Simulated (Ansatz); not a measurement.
`CC#CC[SiH3]` + `FCN[SiH3]` → `FCN[SiH2][SiH3]` + `CC#CC`  (formal exchange of groups at the Si–C bond)

Isolated molecules relaxed with PBE0-D4/def2-TZVP in Ansatz; ΔE leaves out vibrations. CBS: MP2 limit from def2 TZ/QZ plus the TZ coupled-cluster correction, frozen cores. DFT in def2-TZVPP. Each species was taken in one conformer, which may not be the lowest.

```
             level  ΔE (kJ/mol)  difference from CCSD(T)/CBS
            PBE-D4        -16.1                        -14.0
         r2SCAN-D4         -8.7                         -6.6
           ωB97X-V         -5.0                         -2.9
           ωB97M-V          0.7                          2.8
            B2PLYP         -0.8                          1.3
   CCSD/def2-TZVPP         -1.0                          1.1
CCSD(T)/def2-TZVPP         -1.8                          0.3
     HF/def2-QZVPP          5.9                          8.0
    MP2/def2-QZVPP          6.3                          8.4
SCS-MP2/def2-QZVPP          6.3                          8.4
       CCSD(T)/CBS         -2.1                            0
```

Largest T1 diagnostic among the species: 0.012.

From PBE to PBE0 (25 % exact exchange), in def2-TZVPP and without D4, ΔE moves by +4.0 kJ/mol.
